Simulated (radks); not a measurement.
Radial electron density D(r) = 4 pi r^2 rho(r) of an atom or ion with 59 electrons. All-electron calculation, Dirac Kohn-Sham, PBE, spin-unpolarised, spherical densities, point nucleus. Program: a radial shooting solver on a logarithmic mesh with Libxc functionals.

```
   r/bohr * D(r) (the largest magnitude, 105, reaches the edge; | marks zero)
 0.001506 |   *
 0.002041 |     *
 0.002745 |        *
  0.00372 |             *
 0.005041 |                   *
 0.006832 |                          *
  0.00926 |                                  *
  0.01255 |                                        *
  0.01687 |                                          *
  0.02287 |                                       *
  0.03099 |                                     *
    0.042 |                                         *
  0.05692 |                                                   *
  0.07714 |                                                      *
   0.1037 |                                             *
   0.1406 |                                         *
   0.1905 |                                               *
   0.2582 |                                       *
   0.3499 |                    *
   0.4742 |                    *
   0.6427 |                    *
   0.8641 |          *
    1.171 |     *
    1.587 |   *
    2.151 | *
    2.915 *
    3.951 *
    5.312 *
```

What is the nuclear charge?

Answer. Z = 61. The innermost maximum, from 1s, lies near gamma/Z bohr with gamma = sqrt(1 - (Z/c)^2) = 0.895, here 0.0147 bohr (found: 0.0162), and its height grows with Z. The density is that of the promethium ion Pm2+ in [Xe] 4f5; the configuration itself is not fixed sharply by these data, and Z only to a few units. D(r) has 4 maxima, at r = 0.0162, 0.0712, 0.200, 0.557 bohr, and minima at 0.0312, 0.132, 0.401 bohr, inside which lie 2.01, 11.19, 29.18 electrons.
